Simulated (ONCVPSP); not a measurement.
# What one change does to a pseudopotential (technetium (Tc), ONCV)

ONCVPSP 4.0.1 input, shortened (lines: element, Z, core and valence counts, functional; n l f; lmax; l rc ep ncon nbas qcut; lloc lpopt rc5 dvloc0; l nproj debl; icmod fcfact rcfact), PBEsol, scalar-relativistic:

```
  Tc 43.00    7    3  -116133      upf
    1    0    2.00
    2    0    2.00
    2    1    6.00
    3    0    2.00
    3    1    6.00
    3    2   10.00
    4    0    2.00
    4    1    6.00
    4    2    6.00
    5    0    1.00
    2
    0    2.90    0.00    3    6    1.80
    1    1.45    0.00    5    9    8.50
    2    1.40    0.00    4    7    6.40
    4    3    1.15    2.00
    0    2    2.70
    1    3    3.80
    2    1    3.50
    3    2.50    1.35
```

All-electron outer shells of the reference configuration (PBEsol, scalar-relativistic, ld1.x):

| shell | level (eV) | outermost node (bohr) | outermost maximum (bohr) |
| --- | --- | --- | --- |
| 4s | -70.28 | 0.50 | 0.95 |
| 4p | -42.41 | 0.51 | 1.03 |
| 4d | -4.49 | 0.50 | 1.29 |
| 5s | -4.20 | 1.29 | 2.83 |

Change: all radii but the core radius scaled by about 0.90 (s 2.60, p 1.30, d 1.26 bohr); local potential polynomial inside 1.02 bohr (lpopt 3, dvloc0 2 Ha).

Cutoffs: the cutoffs (Ha) at which the residual kinetic energy of the hardest occupied pseudo-wave falls to 1 and 0.1 mHa per electron; they do not see the model core or the augmentation charge, which bear on the density cutoff. Errors are all-electron minus pseudo energies relative to the spin-unpolarised reference configuration.

Task: How do hardness, ghosts and transferability respond?

Result: The potential gets harder (29 Ha and 73 Ha → 32 Ha and 92 Ha); both files keep a bound ghost (s); of the 3 tests that both files solve, the error grows in 0 and shrinks in 2 by more than 15 % and 0.3 meV (median size 10.5 → 1.8 meV). A smaller radius makes the pseudo-wave follow the all-electron one further in, where it bends more sharply, so more plane waves are needed.

| quantity | base | changed |
| --- | --- | --- |
| cutoff, loose | 29 Ha | 32 Ha |
| cutoff, tight | 73 Ha | 92 Ha |
| loose cutoff by channel | s 5.7 Ha, p 29 Ha, d 23 Ha | s 8.4 Ha, p 32 Ha, d 24 Ha |
| bound ghosts | s | s |
| GHOST(+) flags under 300 eV | none | s at 113.8 eV |
| tests with a reliable result | 3 of 4 | 3 of 4 |
| error for 4p6 4d5 5s2, meV [ΔE 0.92 eV] | +11 | -10 |
| error for 4p6 4d5 5s1, meV [ΔE 9.11 eV] | +5.8 | +1.8 |
| error for 4p6 4d5 5s0, meV [ΔE 23.95 eV] | -23 | +1.8 |
| rms error of d²Exc/dni dnj with the model core, mHa | 1.76 | 1.80 |

 A true bound ghost makes a file unfit for plane-wave use even where its test errors are small: the radial tests pick states by their node count and pass the ghost by.
